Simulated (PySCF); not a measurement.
## Structure from 2D NMR

Compound of formula C₅H₉OPSi. Correlations simulated from computed shifts and the bond graph:

HSQC (one-bond C–H):
| δH | δC |
| --- | --- |
| 6.42 | 144.8 |
| 5.02 | 116.2 |
| 2.18 | 104.5 |
| 1.91 | 12.4 |

COSY cross peaks (H two or three bonds apart, from the bond graph; peaks can be absent where the dihedral angle is near 90°):
| δH | δH |
| --- | --- |
| 6.42 | 5.02 |
| 5.68 | 1.45 |
| 5.02 | 1.91 |

HMBC (two and three bonds, from the bond graph):
| δH | δC |
| --- | --- |
| 6.42 | 116.2, 12.4 |
| 5.68 | 144.8, 104.5, 90.7 |
| 5.02 | 144.8, 12.4 |
| 2.18 | 90.7 |
| 1.91 | 144.8, 116.2 |
| 1.45 | 90.7 |

Carbons without hydrogens: δ 90.7.

Level of theory: GIAO PBE0/pcSseg-1 shieldings, geometry: GFN2-xTB, in PySCF 2.14 (one conformer, fast rotation and ring inversion assumed for equivalent nuclei, no relativistic terms, in vacuum).

Shifts are taken against calculated references (same method and geometry level): 1H (σ = 31.72 ppm), 13C (σ = 186.93 ppm) vs TMS.

Exchangeable hydrogens are left out of these lists.

Work out the connectivity.

Results:

`C#C[Si@@H](P)O/C=C\C`.

Mapped SMILES: `[CH:1]#[C:2][Si@@H:3]([PH2:4])[O:5]/[CH:6]=[CH:7]\[CH3:8]`; H(Xn) means a hydrogen on atom n.

δC 144.8 is C6, an alkene carbon bearing oxygen (δH 6.42). δC 116.2 is C7, a β carbon of an enol-ether or enamine type C=C (δH 5.02). δC 104.5 is C1, a terminal alkyne carbon (δH 2.18). δC 90.7 is C2, an alkyne carbon. δC 12.4 is C8, an allylic methyl carbon (δH 1.91). HMBC from δH 5.68 reaches the proton-free carbon C2. HMBC from δH 2.18 reaches the proton-free carbon C2. HMBC from δH 1.45 reaches the proton-free carbon C2. COSY links 6.42–5.02, 5.68–1.45, 5.02–1.91.

The data come from this structure; uniqueness wasn't tested.

Shifts are as computed. Against solution values, carbons near 30 ppm lie about +3 ppm off and those near 130 ppm about +5 ppm. Of 1309 compounds with measured shifts, 239 miss one by over three times the rms of a fit or turn the order of signals round; such compounds aren't used in these exercises.
